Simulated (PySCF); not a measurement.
## Bond curve of BeIn

Set-up: PySCF, scalar-relativistic core potentials, basis sets Be cc-pVDZ, In cc-pVDZ-PP with ECP28. Energies in eV from Be + In in their ground configurations at the same level. State: ²Π (doublet), unpaired electrons π ↑.

All columns are PBE0. A positive dipole means Be(−)In(+).

```tsv
R (Å)	E (eV)	μ (D)	Mulliken charge on Be (basis-dependent)	HOMO (eV)	LUMO (eV)	Mayer bond order	⟨S²⟩
2.218	-0.348	0.08	-0.15	-4.48	-2.79	1.54	0.76
2.321	-0.524	0.15	-0.13	-4.35	-2.69	1.45	0.76
2.424	-0.619	0.23	-0.11	-4.23	-2.60	1.36	0.76
2.502	-0.651	0.29	-0.10	-4.16	-2.54	1.29	0.76
2.579	-0.659	0.34	-0.09	-4.09	-2.49	1.22	0.76
2.656	-0.648	0.39	-0.09	-4.02	-2.45	1.15	0.76
2.760	-0.615	0.43	-0.08	-3.95	-2.39	1.06	0.76
2.889	-0.554	0.45	-0.07	-3.87	-2.37	0.94	0.76
3.043	-0.469	0.42	-0.06	-3.79	-2.39	0.79	0.76
3.249	-0.358	0.33	-0.04	-3.72	-2.40	0.61	0.76
```

A fit through these points gives, at Re = 2.569 Å, μ = 0.34 D and dμ/dR = 0.653 D/Å; the reduced mass is 8.357 u.

Problem. How strong is the fundamental in the double-harmonic approximation, I = 42.26·(dμ/dR)²/μred km/mol?

Solution. I = 42.26·(0.653)²/8.357 = 2.16 km/mol at PBE0.

These are scalar-relativistic numbers at best; spin–orbit coupling would shift them, the dissociation energy most. The state was picked by a PBE0 search and need not be the measured ground state.
